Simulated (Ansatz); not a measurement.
Basis-set extrapolation for BH₇N₂OSi, SMILES `N[SiH2]B(N)O` (PBE0-D4/def2-TZVP geometry, frozen core, Ansatz 0.2.0). Multiplicity 1, RHF reference.

```json
{"": "HF", "def2-TZVPP": "-501.681127", "def2-QZVPP": "-501.700665"}
{"": "MP2 correlation", "def2-TZVPP": "-0.892794", "def2-QZVPP": "-0.959297"}
{"": "CCSD(T) correlation", "def2-TZVPP": "-0.967677", "def2-QZVPP": "not run"}
```

Energies in hartree. Use E(X) = E(∞) + A·exp(−7.88·√X) for Hartree–Fock and E(X) = E(∞) + B·X^(−2.97) for correlation, with X = 3 and 4, and add CCSD(T) minus MP2 of the smaller set to the MP2 limit.

Problem. What is the CCSD(T) energy at the basis-set limit?

Solution. HF limit: -501.700665 + (-0.019538) × 0.13774 = -501.70336. MP2 limit: -0.959297 + (-0.066503) × 0.74074 = -1.00856. Higher-order term: -0.967677 − (-0.892794) = -0.07488. Total: -502.78680 hartree, 362.3 kJ/mol below CCSD(T)/def2-TZVPP.
